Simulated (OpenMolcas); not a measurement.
**Yb3+: moving or changing the point charges**

Yb3+ among 8 point charges of -0.5 e arranged as a cube (Oh), 2.64 Å from the ion.
```
   1.5242    1.5242    1.5242  -0.50
   1.5242    1.5242   -1.5242  -0.50
   1.5242   -1.5242    1.5242  -0.50
   1.5242   -1.5242   -1.5242  -0.50
  -1.5242    1.5242    1.5242  -0.50
  -1.5242    1.5242   -1.5242  -0.50
  -1.5242   -1.5242    1.5242  -0.50
  -1.5242   -1.5242   -1.5242  -0.50
```

```yaml
Program: OpenMolcas
Method: "SS-CASPT2, IPEA 0.25 Eh, imaginary shift 0.1 Eh (closed shells correlated: 5s 5p)"
Basis: ANO-RCC-VDZP [7s6p4d2f1g]
Scalar_Hamiltonian: DKH2, point nucleus
Active_space: 13 electrons in 7 orbitals (4f)
State_averaging: 2S+1 = 2 odd, 7 roots
Spin-orbit_coupling: RASSI with atomic mean-field integrals over the reference wave functions
```

Runs around this geometry, states (labels of O, the rotations of Oh). Energies in cm-1 above the lowest state or level, χT in cm3 K/mol; under a threefold ground state the first gap can be a small split of the lowest multiplet, not the spin-orbit step.

```csv
R (Å),Ground state,First state of that spin,First gap with spin-orbit (degeneracies),Width of lowest J,χT at 300 K
2.64,2T2,2A2 11,"15 (2, 4)",52,2.573
2.92,2T2,2T1 27,"5 (4, 2)",17,2.575
3.07,2T1,2T2 0,"0 (4, 2)",8,2.576
```

The ground state changes within this set.

Roots that are degenerate in the reference are averaged as groups; the widest CASPT2 spread within a group is 41 cm-1 (the 3-fold group of multiplicity 2 near 0 cm-1 above the lowest state of its run, R = 2.92). Shifts and gaps below about the spread of the groups concerned are not significant. This is an electrostatic model: the charges have no orbitals. No measured value stands beside these numbers.
